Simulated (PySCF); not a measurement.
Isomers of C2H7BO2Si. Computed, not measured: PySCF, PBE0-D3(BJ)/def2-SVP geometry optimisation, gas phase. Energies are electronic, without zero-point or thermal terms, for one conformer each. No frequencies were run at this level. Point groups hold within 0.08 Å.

**Question.** Rank from lowest to highest electronic energy at this level (kJ/mol).
A. `[OH:1][B:2]1[CH2:3][O:4][CH2:5][SiH2:6]1` with H–O1–B2–C3 2°, O1–B2–C3–O4 -165°, B2–C3–O4–C5 -45°, C3–O4–C5–Si6 50°, O4–C5–Si6–B2 -30°
B. `[BH2:1][C@H:2]1[CH2:3][O:4][SiH2:5][O:6]1` with H–B1–C2–C3 -138° and 46°, B1–C2–C3–O4 166°, C2–C3–O4–Si5 -26°, C3–O4–Si5–O6 10°, O4–Si5–O6–C2 11°

**Answer.** B (0.0), A (0.8).

As drawn, the lower has an Si–O bond, which the higher lacks; the higher has an O–H bond, an Si–C bond and a B–O bond, which the lower lacks. Neighbours under 10 kJ/mol apart (B[C@H]1CO[SiH2]O1 and OB1COC[SiH2]1) can change places with a better method, another conformer or zero-point energy.

```tsv
SMILES	E (Eh)	E rel (kJ/mol)	dipole (D)	point group	A, B, C (MHz)
B[C@H]1CO[SiH2]O1	-544.54538	0.0	0.77	C1	5890, 2551, 1894
OB1COC[SiH2]1	-544.54509	0.8	2.24	C1	3982, 2645, 1686
```

**Question.** How do the relative energies change in single points at B3LYP/pcSseg-1 (no added dispersion term) on the same geometries?

**Answer.** 
```csv
SMILES,PBE0-D3(BJ)/def2-SVP (kJ/mol),B3LYP/pcSseg-1 (kJ/mol),shift
B[C@H]1CO[SiH2]O1,0.0,0.0,0.0
OB1COC[SiH2]1,0.8,26.0,+25.2
```

Each column counts from its own lowest isomer. The order is unchanged; the largest shift is 25.2 kJ/mol.

**Question.** As an exercise, what shares would exp(−E/RT) give at 500 K from these electronic energies alone (no entropy, no degeneracies)?

**Answer.** RT = 4.157 kJ/mol: B[C@H]1CO[SiH2]O1 54.6 %, OB1COC[SiH2]1 45.4 %.
